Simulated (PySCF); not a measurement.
C5H9F (SMILES C[C@H]1C[C@@H](F)C1), singlet, geometry from GFN2-xTB; PySCF with DF-B3LYP/6-31G*.

The PySCF input:
```python
from pyscf import gto, scf, dft

mol = gto.M(
    atom='''
C     2.20523728   -0.17658356    0.37641478
C     0.79904444   -0.73543443    0.27222974
C    -0.29805275   -0.00356954    1.07199654
C    -1.17655312    0.00125764   -0.18202196
F    -1.71156921    1.22467906   -0.51218512
C     0.02617208   -0.42814427   -1.02666074
H     2.86393007   -0.67391399   -0.33236998
H     2.20882107    0.88966358    0.16125833
H     2.59952885   -0.32767871    1.37905828
H     0.80676411   -1.80498186    0.48980015
H    -0.70232238   -0.51447881    1.94221356
H    -0.00500375    1.00680492    1.34905316
H    -2.01103025   -0.70497590   -0.16806508
H     0.44579484    0.41648096   -1.56889649
H    -0.13744723   -1.25418684   -1.71413603
''',
    basis='6-31g*',
    verbose=4,
    max_memory=1800,
)

mf = dft.RKS(mol)
mf.xc = 'b3lyp'
mf = mf.density_fit(auxbasis='def2-universal-jkfit')
mf.kernel()
```

Q: What does PySCF print? Leave out banner, timings and long lists.

A: 
```
PySCF version 2.14.0

[INPUT] verbose = 4
[INPUT] num. atoms = 15
[INPUT] num. electrons = 48
[INPUT] charge = 0
[INPUT] spin (= nelec alpha-beta = 2S) = 0
[INPUT] symmetry False subgroup None
[INPUT] Mole.unit = angstrom
[INPUT] Symbol           X                Y                Z      unit          X                Y                Z       unit  Magmom
[...]
nuclear repulsion = 249.249317810312
number of shells = 54
number of NR pGTOs = 198
number of NR cGTOs = 102
basis = 6-31g*
ecp = {}

******** <class 'pyscf.df.df_jk.DFRKS'> ********
method = DFRKS
initial guess = minao
damping factor = 0
level_shift factor = 0
DIIS = <class 'pyscf.scf.diis.CDIIS'>
diis_start_cycle = 1
diis_space = 8
diis_damp = 0
SCF conv_tol = 1e-09
SCF conv_tol_grad = None
SCF max_cycles = 50
direct_scf = False
XC library pyscf.dft.libxc version 7.1.2
    S. Lehtola, C. Steigemann, M. J. T. Oliveira, and M. A. L. Marques,  SoftwareX 7, 1–5 (2018)
XC functionals = b3lyp
    P. J. Stephens, F. J. Devlin, C. F. Chabalowski, and M. J. Frisch,  J. Phys. Chem. 98, 11623 (1994)
radial grids:
    Treutler-Ahlrichs [JCP 102, 346 (1995); DOI:10.1063/1.469408] (M4) radial grids

becke partition: Becke, JCP 88, 2547 (1988); DOI:10.1063/1.454033
pruning grids: <function nwchem_prune>
grids dens level: 3
symmetrized grids: False
atomic radii adjust function: <function treutler_atomic_radii_adjust>
small_rho_cutoff = 0
Set gradient conv threshold to 3.16228e-05
Initial guess from minao.
tot grids = 173128
******** <class 'pyscf.df.df.DF'> ********
auxbasis = def2-universal-jkfit
init E= -296.307086094936
[...]
cycle= 1 E= -295.678609906536  delta_E= 0.628  |g|= 0.618  |ddm|= 3.37
[...]
cycle= 2 E= -295.636267541395  delta_E= 0.0423  |g|= 0.811  |ddm|= 1.28
[...]
cycle= 3 E= -295.756816071058  delta_E= -0.121  |g|= 0.073  |ddm|= 0.723
[...]
cycle= 4 E= -295.75778484975  delta_E= -0.000969  |g|= 0.0295  |ddm|= 0.0861
[...]
cycle= 5 E= -295.757972264617  delta_E= -0.000187  |g|= 0.00539  |ddm|= 0.0313
[...]
cycle= 6 E= -295.757978348564  delta_E= -6.08e-06  |g|= 0.00179  |ddm|= 0.00759
[...]
cycle= 7 E= -295.757979072928  delta_E= -7.24e-07  |g|= 0.000274  |ddm|= 0.00169
[...]
cycle= 8 E= -295.757979092116  delta_E= -1.92e-08  |g|= 3.9e-05  |ddm|= 0.000411
[...]
cycle= 9 E= -295.757979092444  delta_E= -3.28e-10  |g|= 1.95e-05  |ddm|= 6.41e-05
[...]
Extra cycle  E= -295.757979092396  delta_E= 4.8e-11  |g|= 2.43e-05  |ddm|= 3.81e-05
converged SCF energy = -295.757979092396
```
